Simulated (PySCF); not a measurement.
Electron correlation in Mn¹⁴⁺ (manganese, charge +14)

[Ne] 3s1, 2S determinant. Calculation: PySCF 2.14, in an uncontracted even-tempered set (18 s from 0.93 bohr⁻², ratio 2.5; 11 p from 1.2 bohr⁻², ratio 2.5; 5 d from 5 bohr⁻², ratio 2.7; 4 f from 7.5 bohr⁻², ratio 2.7); the spin-free X2C one-electron Hamiltonian (Gaussian nucleus). Frozen: 1s2; 9 electrons correlated; the 19 highest virtual orbitals of each spin left out.

| level | correlation energy (mhartree) |
| --- | --- |
| CCSD | -314.39 |
| (T) | -0.50 |
| CCSD(T) | -314.89 |

Diagnostics: T1 = 0.00043, D1 = 0.0016, largest double amplitude 0.005.

Cost of the coupled-cluster step: roughly 13 core-seconds, for 9 correlated electrons.

Iterations:

```
CC2 = 0
CCSD nocc = (np.int64(5), np.int64(4)), nmo = (84, 84)
frozen orbitals [[0, 85, 86, 87, 88, 89, 90, 91, 92, 93, 94, 95, 96, 97, 98, 99, 100, 101, 102, 103], [0, 85, 86, 87, 88, 89, 90, 91, 92, 93, 94, 95, 96, 97, 98, 99, 100, 101, 102, 103]]
max_cycle = 100
direct = 0
conv_tol = 1e-08
conv_tol_normt = 1e-06
diis_space = 8
diis_start_cycle = 0
Init t2, MP2 energy = -0.311395599434792
Init E_corr(UCCSD) = -0.311395599434952
cycle = 1  E_corr(UCCSD) = -0.314134014260508  dE = -0.00273841483  norm(t1,t2) = 0.00219058
cycle = 2  E_corr(UCCSD) = -0.314372615412928  dE = -0.000238601152  norm(t1,t2) = 0.000216498
cycle = 3  E_corr(UCCSD) = -0.314387050034608  dE = -1.44346217e-05  norm(t1,t2) = 2.7323e-05
cycle = 4  E_corr(UCCSD) = -0.314386730173005  dE = 3.19861604e-07  norm(t1,t2) = 4.40801e-07
cycle = 5  E_corr(UCCSD) = -0.314386703683523  dE = 2.64894812e-08  norm(t1,t2) = 2.79795e-08
cycle = 6  E_corr(UCCSD) = -0.314386704089297  dE = -4.05773137e-10  norm(t1,t2) = 9.70336e-10
UCCSD converged
E(UCCSD) = -1069.997550101767  E_corr = -0.3143867040892965
UCCSD(T) correction = -0.000496325352777164
```
